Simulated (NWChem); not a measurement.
System: C2H2F2O2; SMILES O=C(O)C(F)F

NWChem input:

```
start job
memory heap 200 mb stack 900 mb global 1100 mb
geometry units angstroms noautosym nocenter noautoz
  O      1.195140    -1.236422     0.283306
  C      0.137620    -0.768619    -0.018905
  O     -0.997680    -1.451056    -0.145684
  C     -0.087247     0.707064    -0.360884
  F      1.010084     1.402681    -0.055493
  F     -1.127398     1.182645     0.348599
  H     -0.801966    -2.377384     0.067061
  H     -0.310342     0.825781    -1.437596
end
basis spherical
  * library def2-svp
end
dft
  xc m05-2x
  iterations 150
end
cosmo
  do_cosmo_smd true
  solvent methanol
end
task dft energy
```

Coordinates come from a PBE0/def2-SVP optimisation. Solvent: methanol.

Level: M05-2X/def2-SVP with SMD (1 M gas to 1 M solution), gas-phase geometry.

**Question.** Predict the main results of this run. (M05-2X/def2-SVP, SMD on the gas-phase geometry.) Quantities: solvation free energy (kcal/mol); cavity-dispersion-structure term (kcal/mol); dipole in solution (D).

**Answer.** 
```json
{
  "solvation free energy (kcal/mol)": "-8.7",
  "cavity-dispersion-structure term (kcal/mol)": "3.5",
  "dipole in solution (D)": "3.32"
}
```
